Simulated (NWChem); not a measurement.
## H$_{4}$GeTe in NWChem

SMILES: [GeH3][TeH]
```xyz
6

Te    -0.8008    -0.6588     0.0000
H     -1.8714     0.6167     0.0000
Ge     1.2083     0.9368     0.0000
H      1.2011     1.8201     1.2591
H      2.4467     0.0261     0.0000
H      1.2011     1.8201    -1.2591
```
Charge 0, spin multiplicity 1.

The numbers come from NWChem runs, not from measurements. The geometry was optimised at PBE0/def2-SVP with def2 effective core potentials on Te, a minimum by its harmonic frequencies.

Symmetry labels belong to the abelian group Cs used in the runs, with the axes of the coordinates shown; states degenerate in a higher group split over its labels.

Effective core potentials replace the inner electrons of Te; spin-orbit coupling is left out. The structure started from a generated list of species.

Q: List the lowest 6 singlet excitations that CIS/def2-SVP with def2 effective core potentials on Te gives, with oscillator strengths.

A: 
```tsv
state	symmetry	energy (eV)	wavelength (nm)	f
1	a"	4.67	266	0.004
2	a"	5.86	212	0.002
3	a'	7.33	169	0.174
4	a'	7.97	156	0.190
5	a"	7.98	155	0.001
6	a'	8.97	138	0.992
```
